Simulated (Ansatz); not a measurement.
`O[Si](F)(Cl)Cl`, charge 0, multiplicity 1.

(1) Give a relaxed structure at PBE0-D4/def2-TZVP (the Gaussian-basis code of Ansatz). (An estimate is asked.)

Answers

(1) Computed: 
Z-matrix (Å, degrees):
```
Si
F 1 1.579
Cl 1 2.026 2 106.7
O 1 1.612 2 111.1 3 121.9
Cl 1 2.011 2 108.3 3 -119.9
H 4 0.959 1 118.9 2 -75.5
```
